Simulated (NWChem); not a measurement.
SiH₂S, singlet; SMILES S[SiH]

Computed with NWChem. Low-valent species are run as closed-shell singlets; no triplet was tried in these runs. The geometry was optimised at PBE0/def2-SVP. Ions are spin-unrestricted doublets at the neutral geometry; other ion states weren't tried.

For level PBE/def2-SVP:

```
Quantity       Value
-------------  -----
−ε(HOMO) (eV)   5.75
```

Problem. What are these values for level PBE0/def2-SVP?

Solution. The −ε(HOMO) (eV) is 6.84.
